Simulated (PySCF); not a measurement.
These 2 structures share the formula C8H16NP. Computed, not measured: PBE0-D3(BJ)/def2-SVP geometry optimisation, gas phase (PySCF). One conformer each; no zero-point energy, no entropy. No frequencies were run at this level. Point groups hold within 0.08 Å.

Question: Rank from lowest to highest electronic energy at this level (kcal/mol).
A. `[CH2:1]=[CH:2][P:3]([CH:4]1[CH2:5][CH2:6]1)[N:7]([CH3:8])[CH2:9][CH3:10]` with C1–C2–P3–C4 -121°, C2–P3–C4–C5 156°, C2–P3–N7–C8 161°, P3–N7–C9–C10 155°
B. `[CH2:1]=[CH:2][P:3]([CH:4]=[CH2:5])[NH:6][C:7]([CH3:8])([CH3:9])[CH3:10]` with C1–C2–P3–C4 114°, C2–P3–C4–C5 128°, C2–P3–N6–C7 131°

Answer: B (0.0), A (12.0).

As drawn, the lower has an N–H bond, which the higher lacks; the higher has a three-membered ring, which the lower lacks.

| SMILES | E (Eh) | E rel (kcal/mol) | dipole (D) | point group | A, B, C (MHz) |
| --- | --- | --- | --- | --- | --- |
| C=CP(C=C)NC(C)(C)C | -709.61873 | 0.0 | 1.18 | C1 | 1467, 804.4, 611.6 |
| C=CP(C1CC1)N(C)CC | -709.59959 | 12.0 | 0.75 | C1 | 1519, 835.4, 585.5 |

How do the relative energies change in single points at PBE0/pcSseg-1 (no added dispersion term) on the same geometries?

```csv
SMILES,PBE0-D3(BJ)/def2-SVP (kcal/mol),PBE0/pcSseg-1 (kcal/mol),shift
C=CP(C=C)NC(C)(C)C,0.0,0.0,0.0
C=CP(C1CC1)N(C)CC,12.0,13.2,+1.2
```

Each column counts from its own lowest isomer. The order is unchanged; the largest shift is 1.2 kcal/mol.
